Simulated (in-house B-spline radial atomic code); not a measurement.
**RPA and G0W0 on PBE: Nb⁵⁺**

Configuration [Ar] 3d10 4s2 4p6, mean-field start PBE. Computed with an all-electron radial atomic-structure program (B-spline basis): all electrons, scalar-relativistic (spin-free one-electron X2C), finite nucleus, each spin shell either full or empty, empty states to l = 9 with an (l + 1/2)⁻⁴ tail; G0W0 by contour deformation at full frequency.

Command:
```bash
python run_gw.py task.json out
```
Settings (radii: box in bohr, nucleus in fm):
```
Z                        41
electrons                36
configuration            [Ar] 3d10 4s2 4p6
hamiltonian              x2c
method                   pbe,pbe
lmax                     9
rms_radius               4.324
spin_polarised           False
box_radius               10.43
intervals                67
```

Time taken, with all properties: 3.7 s on 1 thread of Arm Neoverse N1, with other jobs on the host.

Energies (hartree):

| term | value |
| --- | --- |
| mean-field total | -3814.02703 |
| Hartree-Fock functional on these orbitals | -3812.49604 |
| direct second order | -3.111 |
| second-order exchange | 0.89131 |
| SOSEX correction | 0.83104 |

Problem. What is the RPA correlation energy, and what remains with SOSEX?

Solution. RPA gives -2.7586 hartree (-2.09 eV per electron); RPA + SOSEX gives -1.9276, and the second-order doubles -2.2196 hartree (no singles). SOSEX takes back 30 % of the RPA value.

Quasi-particle levels (eV):

| level | occupied | mean field | Σx - vxc | Σc | QP weight | G0W0 |
| --- | --- | --- | --- | --- | --- | --- |
| 4p | yes | -93.98 | -8.30 | ? | ? | ? |
| 3d | yes | -260.37 | -27.75 | 7.67 | 0.900 | -280.45 |
| 4d | no | -57.33 | 8.81 | -2.33 | 0.966 | -50.85 |

G0W0 = mean field + (Σx - vxc) + Σc, with Σc (partial-wave tail included) taken at the quasi-particle energy. Only the outer levels were computed. Levels of low weight are left out.

Problem. Where does G0W0 put 4p?

Solution. At -102.89 eV, with Σc = -0.60 eV and a quasi-particle weight of 0.953. The tabulated removal energy is 102.069 ± 0.006 eV (NIST, semi-empirical); the calculation leaves out spin-orbit coupling, Breit and QED terms, and what these don't explain is the method's own error.
